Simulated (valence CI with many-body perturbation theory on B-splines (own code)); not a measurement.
# Hyperfine factors and g values of Pb X

Level of theory: valence CI with perturbative core correlation (CI+MBPT): five valence electrons over a frozen Dirac-Fock core [Xe] 4f14, radial functions for each j: 7 s, 7 p, 8 d, 6 f, 4 g, 1 h, with the one-electron correlation potential Σ1 (screened to all orders), the two-electron term Σ2, the three-electron term Σ3, Breit, model QED; selected single and double excitations, second order for the rest, scaled by the run's own slope (own B-spline code, finite nucleus).

No measured spectrum was set against this ion. As an estimate, terms of the open shell hold to 2 to 4 % of their energy, and close levels can change places. Among the levels kept, up to 1100 cm⁻¹ of a level comes from second order outside the variational space, and about a tenth of that is noise between levels of different J, which matters for small intervals. Excitations out of the core, of the other parity, are not computed and may begin above about 48.5 eV (a cautious bound); beyond it only levels of the ground parity were kept, without lifetimes.

A/g_I is the dipole constant over the nuclear g factor μ/I (μ in nuclear magnetons, uniformly magnetised nucleus), B/Q the quadrupole constant per barn. Both hold the static response of the core; the bare values leave it out. Large factors of s and p1/2 electrons are usually good to 5 to 10 %; those of open d and f shells near neutrality can be off by tens of per cent, and small factors of p3/2, d and f electrons come from cancelling terms and can be off by a factor of two or in sign, in half-filled shells by more. B is blank for J = 1/2, where it vanishes, and for nearly pure S terms. Energies count from the lowest level.

Levels are named by their leading jj configuration (3d3/2^4 stands for four electrons in 3d with j = 3/2), which in mixed levels can hold well under half, so a name can repeat and another be missing. Letters in brackets count levels of one name in rising energy.

```csv
Level,E (eV),g,A/g_I (MHz),A/g_I bare,B/Q (MHz/b),B/Q bare
(5d3/2^4 5d5/2) J=5/2 [a],0.000,1.754,-2110,555,1040,818
(5d3/2^4 5d5/2) J=5/2 [b],2.546,1.129,1070,1380,2590,2250
(5d3/2^3 5d5/2^2) J=7/2 [a],4.118,1.135,1390,1860,3420,3020
(5d3/2^3 5d5/2^2) J=3/2 [a],4.287,1.285,991,2150,2840,2510
(5d3/2^3 5d5/2^2) J=11/2,4.461,1.168,1560,2280,-281,-356
(5d3/2^3 5d5/2^2) J=9/2,4.822,1.162,1410,2040,2990,2620
(5d3/2^3 5d5/2^2) J=5/2,4.864,1.115,1490,1890,869,817
(5d3/2^3 5d5/2^2) J=1/2,5.227,1.759,-2880,-580,,
(5d3/2^3 5d5/2^2) J=7/2 [b],6.007,1.166,1490,2170,-1750,-1520
(5d3/2^2 5d5/2^3) J=5/2 [a],6.396,1.226,727,1450,-33.9,-68.4
(5d3/2^2 5d5/2^3) J=7/2 [a],7.002,1.189,1170,1870,-1920,-1720
(5d3/2^2 5d5/2^3) J=11/2,7.182,1.048,2120,2370,152,126
(5d3/2^3 5d5/2^2) J=3/2 [b],7.301,0.839,4110,3930,-2800,-2490
(5d3/2^2 5d5/2^3) J=1/2 [a],7.500,0.759,5250,5020,,
(5d3/2^2 5d5/2^3) J=9/2 [a],7.558,1.150,1450,2010,-597,-532
(5d3/2^2 5d5/2^3) J=3/2 [a],7.900,1.166,1390,2010,320,275
(5d3/2^2 5d5/2^3) J=13/2,7.984,1.076,2090,2480,-4.77,-5.04
(5d3/2^2 5d5/2^3) J=5/2 [b],8.241,1.009,2420,2560,-793,-649
(5d3/2^2 5d5/2^3) J=9/2 [b],9.150,1.110,1780,2240,363,336
(5d3/2^2 5d5/2^3) J=7/2 [b],9.358,0.997,2780,2980,-154,-92.5
(5d3/2^2 5d5/2^3) J=5/2 [c],9.480,1.035,2340,2580,735,619
(5d3/2^2 5d5/2^3) J=3/2 [b],10.068,0.793,4230,3810,281,280
(5d3/2 5d5/2^4) J=5/2 [a],10.407,1.207,595,1170,-1820,-1630
(5d3/2^2 5d5/2^3) J=7/2 [c],10.415,1.070,2280,2700,845,739
(5d3/2^2 5d5/2^3) J=1/2 [b],10.487,1.893,-3380,-558,,
(5d3/2^2 5d5/2^3) J=9/2 [c],11.355,1.101,1830,2260,2040,1920
(5d3/2 5d5/2^4) J=7/2 [a],11.503,1.195,1060,1740,-4840,-4310
(5d3/2 5d5/2^4) J=11/2,11.927,1.068,2080,2410,122,226
(5d3/2 5d5/2^4) J=3/2 [a],12.239,0.870,3050,2610,-2930,-2610
(5d3/2 5d5/2^4) J=5/2 [b],13.067,1.129,1600,2110,2410,2200
(5d3/2 5d5/2^4) J=9/2,13.311,1.111,1730,2170,-4800,-4300
(5d3/2^2 5d5/2^3) J=5/2 [d],13.729,1.098,1580,1910,-1210,-1030
(5d3/2^2 5d5/2^3) J=3/2 [c],14.041,1.226,1090,1970,-2160,-1910
(5d3/2 5d5/2^4) J=7/2 [b],14.086,0.959,2830,2820,4390,3890
(5d3/2 5d5/2^4) J=1/2,15.712,0.923,803,-201,,
(5d5/2^5) J=5/2,17.324,1.179,1110,1700,-3800,-3380
(5d3/2 5d5/2^4) J=3/2 [b],17.651,0.883,4000,3980,4450,3970
(5d3/2^4 6s) J=1/2,33.654,2.738,89000,84400,,
(5d3/2^3 5d5/2 6s) J=3/2 [a],35.435,1.805,27200,26200,1560,1360
(5d3/2^3 5d5/2 6s) J=5/2 [a],36.598,1.585,16700,16500,2060,1770
```

(1) Take the isotope of mass number 207, with I = 1/2, μ = 0.5906 μN. What is the hyperfine structure of (5d3/2^3 5d5/2^2) J=7/2 [a]?

## Answers

(1) From the table A = 1650 MHz. Shifts from the centre of gravity in MHz: F = 3: -3710, F = 4: 2890.
